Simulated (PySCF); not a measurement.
# [SnH2]+ at several levels of theory

All levels use the PBE0 minimum (doublet; Sn–H 1.725 Å (×2); H–Sn–H 120.1°), basis [Sn def2-TZVP with ECP28, H def2-TZVP], scalar-relativistic core potentials, density fitting, no spin–orbit coupling, PySCF. For vertical energies the ionised species is a singlet (spins chosen at PBE0 and kept) and the electron-attached one a singlet. Open shells are unrestricted, also as the reference of the correlated levels. Dipoles are about the centre of mass. A dash marks a value that was not computed or is not defined at that level.

```json
{"level": "CCSD(T)", "vertical IP (eV)": "15.93", "vertical EA (eV)": "8.11", "−ε(HOMO) (eV)": "–", "dipole (D)": "–"}
{"level": "HF", "vertical IP (eV)": "15.69", "vertical EA (eV)": "7.13", "−ε(HOMO) (eV)": "16.22", "dipole (D)": "0.10"}
{"level": "MP2", "vertical IP (eV)": "15.99", "vertical EA (eV)": "8.08", "−ε(HOMO) (eV)": "–", "dipole (D)": "–"}
{"level": "PBE0", "vertical IP (eV)": "16.13", "vertical EA (eV)": "8.07", "−ε(HOMO) (eV)": "13.55", "dipole (D)": "0.24"}
{"level": "PBE", "vertical IP (eV)": "16.06", "vertical EA (eV)": "8.08", "−ε(HOMO) (eV)": "12.48", "dipole (D)": "0.27"}
{"level": "B3LYP", "vertical IP (eV)": "16.22", "vertical EA (eV)": "8.22", "−ε(HOMO) (eV)": "13.36", "dipole (D)": "0.21"}
{"level": "r2SCAN", "vertical IP (eV)": "16.25", "vertical EA (eV)": "8.04", "−ε(HOMO) (eV)": "12.88", "dipole (D)": "0.24"}
{"level": "wB97X", "vertical IP (eV)": "16.06", "vertical EA (eV)": "8.25", "−ε(HOMO) (eV)": "15.62", "dipole (D)": "0.25"}
```

For SnH₂⁺ itself CCSD(T) correlates 15 electrons; T1 = 0.017, D1 = 0.062, (T) = -16 kJ/mol.

(1) Which levels differ least and most from CCSD(T) in the vertical IP?

Results:

(1) Least: MP2 (+0.06 eV); most: r2SCAN (+0.32 eV).

No spin–orbit coupling is included, which matters more the heavier the element.
